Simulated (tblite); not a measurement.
C2H7ClS2Si.
Geometry (GFN2-xTB, Å), atoms numbered from 1 in this order:
```xyz
13
C2H7ClS2Si angstrom
C     -2.5293    0.5813   -0.2278
S     -0.7507    0.8810   -0.4449
Si     0.0086   -1.0597    0.0793
Cl    -0.9925   -2.5156   -0.8803
S      2.0770   -1.1709   -0.4431
C      2.6484    0.4932    0.0301
H     -2.8319   -0.2665   -0.8333
H     -2.7411    0.3984    0.8206
H     -3.0368    1.4808   -0.5593
H     -0.1642   -1.2342    1.5155
H      2.6056    0.5990    1.1087
H      3.6741    0.5734   -0.3128
H      2.0285    1.2403   -0.4539
```

Method: GFN2-xTB as coded in tblite; computed harmonic values from a numerical Hessian at the method's own geometry, unscaled. Errors from tens to a few hundred cm⁻¹ against measured bands are possible. Modes of hydrogen on silicon can be 10 to 20 % off. One conformer, not necessarily the lowest.

Harmonic wavenumbers (cm⁻¹): 42.8, 49.5, 100.5, 114.9, 122.3, 130.8, 187.8, 197.0, 219.7, 432.7, 549.6, 556.4, 633.8, 649.2, 722.5, 729.0, 949.7, 952.8, 961.6, 963.1, 1320.0, 1325.0, 1444.8, 1447.8, 1451.2, 1454.3, 2274.0, 3038.7, 3042.1, 3046.9, 3050.7, 3064.0, 3065.1.

A = 1810, B = 1203, C = 761.7 MHz; mass 157.945 u (most abundant isotopes); point group C1, symmetry number 1.

Question: Zero-point energy?

Answer: Half the sum of the wavenumbers: 19145 cm⁻¹ = 229.03 kJ/mol.

Question: What is S at 298.15 K and 1 bar for an ideal gas of classical rigid rotors and harmonic oscillators?

Answer: Translation 171.99, rotation 124.06, vibration 137.08: S = 433.1 J/(mol K).

Question: And Cp and H(298.15 K) − H(0)?

Answer: Cp = 144.85 J/(mol K), of which vibrations give 111.59 (their classical limit is 33 R = 274.4); H(298.15 K) − H(0) = 29.68 kJ/mol without the zero-point energy, 19.77 from vibrations.

Question: Which modes carry the vibrational entropy at 298.15 K?

Answer: 42.8 cm⁻¹: 21.44; 49.5 cm⁻¹: 20.24; 100.5 cm⁻¹: 14.41; 114.9 cm⁻¹: 13.32; 122.3 cm⁻¹: 12.82; 130.8 cm⁻¹: 12.28 J/(mol K); the other 27 give 42.56 together.

Question: What must be added to the electronic energy to get the Gibbs energy at 298.15 K and 1 bar?

Answer: ZPE + [H(298.15 K) − H(0)] − T·S = 229.03 + 29.68 − 129.14 = 129.57 kJ/mol.

Question: How do the functions run with temperature in this model?

Answer: 
| T (K) | S (J/(mol K)) | Cp (J/(mol K)) | H − H(0) (kJ/mol) | G − H(0) (kJ/mol) | ln q(vib) |
| --- | --- | --- | --- | --- | --- |
| 50 | 255.7 | 64.3 | 2.29 | -10.49 | 0.78 |
| 100 | 309.1 | 89.8 | 6.22 | -24.69 | 2.46 |
| 373.15 | 467.6 | 162.3 | 41.21 | -133.26 | 10.45 |
| 500 | 518.6 | 186.5 | 63.40 | -195.88 | 13.44 |
| 750 | 601.0 | 219.9 | 114.50 | -336.24 | 18.62 |
| 1000 | 667.5 | 242.5 | 172.47 | -495.07 | 23.10 |

q(vib) and H(0) count from the zero-point level.

Hindered rotation and anharmonicity are outside this model. Other conformers, if any are populated, would add a mixing term that is left out. The structure is chiral; the term R ln 2 for an equal mix with its mirror image is left out.

On one thread, Arm Neoverse N1 (aarch64), no GPU, shared host, this took 0.9 s wall. The figure is for the frequency step alone.
